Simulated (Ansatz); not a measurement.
`BC(C)(C)C` + `S[Si]S` → `CS[Si]S` + `BC(C)C`  (substitution at a C–C bond)

Computed with Ansatz on PBE0-D4/def2-TZVP structures; ΔE is electronic, products minus reactants. CCSD(T)/CBS adds triple-zeta CCSD(T) − MP2 to the extrapolated MP2 energy (def2 sets, frozen cores). This one scheme is used for every species. Functionals use def2-TZVPP. B3LYP here is the variant with VWN-RPA as its local correlation; programs differ in this. One conformer a species, not always the lowest.

```
             level  ΔE (kcal/mol)
          B3LYP-D4            1.5
           ωB97M-V            2.9
              PBE0            1.1
             B3LYP            0.5
    MP2/def2-TZVPP            4.0
SCS-MP2/def2-TZVPP            3.5
SCS-MP2/def2-QZVPP            3.0
    CCSD/CBS(def2)            3.1
```

(1) What does CCSD(T)/CBS give? (Best estimate.)

Largest T1 diagnostic among the species: 0.015.

## Answers

(1) The calculation gave: +3.1 kcal/mol. The listed levels differ from it by -1.6, -0.2, -2.0, -2.6, 0.9, 0.4, -0.1, 0.0 kcal/mol.

In def2-TZVPP, CCSD(T) changes the Hartree–Fock value by +2.5 kcal/mol (the triples alone add +0.0 kcal/mol) and MP2 by +2.7 kcal/mol. The D4 term adds +1.0 kcal/mol with B3LYP and +0.6 kcal/mol with PBE0; it sums over pairs of atoms, weighted by their polarisabilities, and B3LYP, whose exchange is more repulsive, gets the larger term.
